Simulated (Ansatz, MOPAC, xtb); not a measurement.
The molecule BeC-, multiplicity 4 (lowest of 2S+1 = 2, 4 at CCSD(T)/def2-TZVPP on PBE0 minima; our sources give no spin for the ground state, which may be another). The T1 diagnostic near the minimum is 0.167, so single-reference values are doubtful.

Seven points along R, fitted to fifth degree in 1/R; most abundant isotopes. In def2 and cc sets the state is the lowest found near the PBE0 minimum, followed along R.

Codes used: Ansatz (an electronic-structure program) with Gaussian orbitals; MOPAC for PM3, PM6 (differences of heats of formation); xtb for the GFN methods.  The GFN methods have no spin term and hold the electronic entropy of 300 K.

```tsv
level	r_e (Å)	ω_e (cm⁻¹)	α_e (cm⁻¹)	B_e (cm⁻¹)
PM3	1.672	764	0.035	1.17
PM6	1.726	1106	0.014	1.10
GFN1-xTB	1.626	946	0.020	1.24
SVWN5/def2-TZVPP	1.693	862	0.017	1.14
PBE/def2-TZVPP	1.708	837	0.018	1.12
r2SCAN/def2-TZVPP	1.712	811	0.019	1.12
B97M-V/def2-TZVPP	1.719	773	0.020	1.11
B3LYP/def2-TZVPP	1.699	830	0.020	1.13
PBE0/def2-TZVPP	1.699	824	0.021	1.13
BHLYP/def2-TZVPP	1.700	773	0.022	1.13
CAM-B3LYP/def2-TZVPP	1.685	827	0.023	1.15
wB97X-V/def2-TZVPP	1.704	782	0.026	1.13
wB97M-V/def2-TZVPP	1.701	794	0.023	1.13
CCSD/def2-TZVPP	1.750	741	0.020	1.07
CCSD/aug-cc-pVQZ	1.726	772	0.019	1.10
CCSD/def2-QZVPP	1.724	776	0.020	1.10
CCSD(T)/def2-TZVPP	1.734	761	0.020	1.09
CCSD(T)/aug-cc-pVQZ	1.708	797	0.019	1.12
CCSD(T)/def2-QZVPP	1.706	804	0.020	1.13
```

Correlated levels freeze the inner cores; with def2 sets outer-core shells near the valence are correlated too. The state that PM3, PM6 reach isn't checked.

Doubts at one or more of the structures used: a spin-contaminated determinant (CCSD/def2-TZVPP, CCSD/aug-cc-pVQZ, CCSD/def2-QZVPP, CCSD(T)/def2-TZVPP, CCSD(T)/aug-cc-pVQZ, CCSD(T)/def2-QZVPP); T1 above 0.05 (CCSD/def2-TZVPP, CCSD/aug-cc-pVQZ, CCSD/def2-QZVPP, CCSD(T)/def2-TZVPP, CCSD(T)/aug-cc-pVQZ, CCSD(T)/def2-QZVPP).
